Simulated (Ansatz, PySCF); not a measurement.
System: C4H5N, net charge 0, singlet state. 
Structure (B3LYP-D3(BJ)/def2-TZVP (Ansatz, a program for electronic structure) minimum search):
SMILES: C(/C)=C/C#N
```xyz
10

C     -1.8122    -0.0744     0.0629
C     -0.6993    -1.0628     0.0570
C      0.6056    -0.7788     0.0044
C      1.1118     0.5510    -0.0546
N      1.5346     1.6227    -0.1026
H     -1.4497     0.9516     0.0183
H     -2.4782    -0.2482    -0.7869
H     -2.4197    -0.1928     0.9645
H     -0.9762    -2.1110     0.0994
H      1.3467    -1.5680     0.0047
```

Dipole moments at this geometry, in debye (magnitudes).

| level | program | dipole (D) |
|---|---|---|
| HF/def2-TZVPD | PySCF | 4.66 |
| PBE/def2-TZVPD | Ansatz | 4.22 |
| BLYP/def2-TZVPD | Ansatz | 4.22 |
| r2SCAN/def2-TZVPD | PySCF | 4.34 |
| B97M-V/def2-TZVPD | Ansatz | 4.26 |
| B3LYP/def2-TZVPD | Ansatz | 4.31 |
| BHLYP/def2-TZVPD | Ansatz | 4.45 |
| TPSSh/def2-TZVPD | PySCF | 4.27 |
| r2SCAN0/def2-TZVPD | Ansatz | 4.41 |
| HSE06/def2-TZVPD | Ansatz | 4.32 |
| CAM-B3LYP/def2-TZVPD | Ansatz | 4.37 |
| wB97M-V/def2-TZVPD | Ansatz | 4.30 |
| wB97X-V/def2-TZVPD | Ansatz | 4.35 |
| CCSD(T)/aug-cc-pVDZ | Ansatz | 4.08 |

Measured: 4.08 D (NIST CCCBDB, as tabulated in the package chemicals), a vibrational average. This is an older compilation, not checked against later work.
